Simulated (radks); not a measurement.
The numbers below are computed, except where a source is named.
Effect of the nuclear size on neutral lutetium, [Xe] 4f14 5d1 6s2. Code: a radial shooting solver on a logarithmic mesh with Libxc functionals. Model: Dirac Kohn-Sham, BLYP, spin-unpolarised, spherical densities, finite nucleus; open shells are shared between the two j in proportion to 2j + 1; Fermi nuclear charge, rms radius 5.37 fm. The rms radius is varied about that value; shifts are against it.

| rms radius (fm) | total energy shift (eV) | density at nucleus (e/bohr^3) | 1s1/2 shift (meV) | 2s1/2 shift (meV) | 5s1/2 shift (meV) | 5p1/2 shift (meV) | 6s1/2 shift (meV) | 5d5/2 shift (meV) | 6p1/2 (empty) shift (meV) |
|---|---|---|---|---|---|---|---|---|---|
| 4.543 | -12.7 | 1.172e+06 | -5190 | -712 | -5.69 | 0.444 | -0.326 | 0.302 | 0.121 |
| 4.8813 | -7.70 | 1.146e+06 | -3140 | -430 | -3.44 | 0.268 | -0.197 | 0.183 | 0.073 |
| 5.37 | 0 | 1.112e+06 | 0.000 | 0.000 | 0.000 | 0.000 | 0.000 | 0.000 | 0.000 |
| 5.7889 | 7.00 | 1.086e+06 | 2850 | 391 | 3.13 | -0.243 | 0.179 | -0.166 | -0.066 |
| 6.3581 | 17.1 | 1.054e+06 | 6960 | 954 | 7.63 | -0.594 | 0.437 | -0.405 | -0.162 |

Slopes of the eigenvalues against <r^2> in GHz/fm^2, as finite differences over the two radii next to the reference (eigenvalue slopes, not the field-shift constants of lines): 1s1/2 150000, 2s1/2 20500, 5s1/2 164, 5p1/2 -12.8, 6s1/2 9.39, 5d5/2 -8.71, 6p1/2 (empty) -3.48.
